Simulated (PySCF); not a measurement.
Computed IR spectrum (relative IR intensity) of a molecule CH₄Cl₂OSi. The structure is a stationary point at PBE-D3(BJ)/def2-SVP. One conformer was computed; it need not be the lowest. Computed with PySCF 2.14.0 with PBE-D3(BJ)/def2-SVP. Frequencies are harmonic and unscaled.

Lines under 2 % of the strongest are left out, and lines within 2 cm⁻¹ are merged.

ν (cm⁻¹): 268 (w), 302 (w), 503 (m), 592 (s), 744 (w), 792 (vs), 819 (vs), 1118 (vs), 1169 (s), 1423 (w), 2218 (s), 2938 (m), 3018 (w), 3061 (w) (against the strongest line: vs over 80 %, s over 45 %, m over 15 %, w over 4 %, vw less)

Which structure fits?
(A) CO[SiH](Cl)Cl
(B) C[Si](O)(Cl)Cl
(C) OC[SiH](Cl)Cl

A, CO[SiH](Cl)Cl
